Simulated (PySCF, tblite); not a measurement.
Compound: C7H14FNSi.
Cartesian coordinates in Å at the GFN2-xTB level; atoms count from 1:
```xyz
24
C7H14FNSi angstrom
C      4.0576    0.9923    0.5423
C      2.9136    0.3987   -0.1091
C      1.9628   -0.0993   -0.6586
Si     0.4545   -0.8185   -1.4353
F      0.8275   -2.3430   -1.8490
C     -0.9890   -0.9473   -0.1838
C     -0.5283   -1.4479    1.1938
N     -1.7483    0.2999   -0.1735
C     -1.0639    1.4140    0.4430
C     -3.0944    0.1666    0.3405
H      3.8857    2.0580    0.6938
H      4.9474    0.8597   -0.0724
H      4.2216    0.5186    1.5100
H      0.0877   -0.1664   -2.6816
H     -1.6786   -1.7009   -0.5861
H     -1.3704   -1.5474    1.8776
H     -0.0609   -2.4239    1.0849
H      0.2010   -0.7695    1.6318
H     -1.6010    2.3307    0.1947
H     -1.0098    1.3377    1.5397
H     -0.0525    1.4875    0.0490
H     -3.1369   -0.0189    1.4249
H     -3.6377    1.0898    0.1355
H     -3.5992   -0.6506   -0.1730
```

Theory: PBE0/pcSseg-1 in PySCF (dipole) on a GFN2-xTB geometry, gas phase.

Masses are those of the commonest isotopes; rigid-rotor values at the optimised geometry. The values belong to one conformer with, in the numbering `[CH3:1][C:2]#[C:3][Si@@H:4]([F:5])[C@@H:6]([CH3:7])[N:8]([CH3:9])[CH3:10]`, C3–Si4–C6–C7 -42°, Si4–C6–N8–C9 -72°.

**Question.** Give the principal moments of inertia and the rotational constants in GHz.

**Answer.** Ia = 360.81, Ib = 730.78, Ic = 926.74 u·Å²; 505379 MHz·u·Å²/I gives 1401, 691.6 and 545.3 MHz, that is A = 1.4007, B = 0.6916, C = 0.5453 GHz.

**Question.** What kind of rotor is it?

**Answer.** An asymmetric top; Ray's κ = -0.658.

**Question.** Is it planar, by Δ = Ic − Ia − Ib?

**Answer.** Not planar: Δ = Ic − Ia − Ib = -164.85 u·Å². For a rigid frame Δ = −2 Σ m c², so Σ m c² = 82.42 u·Å² lies off the ab plane: 24.47 from hydrogen and 57.95 from heavier atoms. The atom farthest from that plane is 2.34 Å away.

**Question.** Give the other two planar moments, Paa and Pbb, and the rms extents of the mass along the axes.

**Answer.** Paa = Σ m a² = (Ib + Ic − Ia)/2 = 648.36 and Pbb = Σ m b² = (Ia + Ic − Ib)/2 = 278.39 u·Å². With the mass M = 159.09 u, the rms extents √(P/M) along a, b and c are 2.02, 1.32, 0.72 Å.

**Question.** Which lines would a microwave search look for?

**Answer.** The dipole components are |μa| = 0.45 D, |μb| = 2.95 D, |μc| = 0.61 D. The squared components, which scale the intensities, stand as 0.02 : 1.00 : 0.04 (a : b : c). Some lines, for components of 0.1 D or more:

```
type  branch         J(Ka,Kc)   MHz  lower level (cm⁻¹)
   a       Q  2(1,1) ← 2(1,2)   439               0.143
   a       Q  3(1,2) ← 3(1,3)   876               0.259
   b       R  2(0,2) ← 1(1,1)  1744               0.065
   c       Q  3(2,2) ← 3(1,2)  1922               0.288
   b       R  1(1,1) ← 0(0,0)  1946               0.000
   b       Q  3(2,1) ← 3(1,2)  2021               0.288
   c       Q  2(2,1) ← 2(1,1)  2127               0.157
   a       R  2(1,2) ← 1(1,1)  2328               0.065
   a       R  2(0,2) ← 1(0,1)  2453               0.041
   c       R  2(1,1) ← 1(0,1)  3475               0.041
   a       R  3(2,2) ← 2(2,1)  3711               0.228
   a       R  3(2,1) ← 2(2,0)  3790               0.229
   b       R  3(2,2) ← 2(1,1)  5838               0.157
   b       R  3(2,1) ← 2(1,2)  6376               0.143
```

Its GFN2-xTB frequencies are all real (lowest 24 cm⁻¹). No vibrational averaging or centrifugal distortion is included, and the geometry carries the error of its method. A rigid rotor knows nothing of internal rotation, which can split or shift real lines. Quadrupole hyperfine structure (14N) is left out.
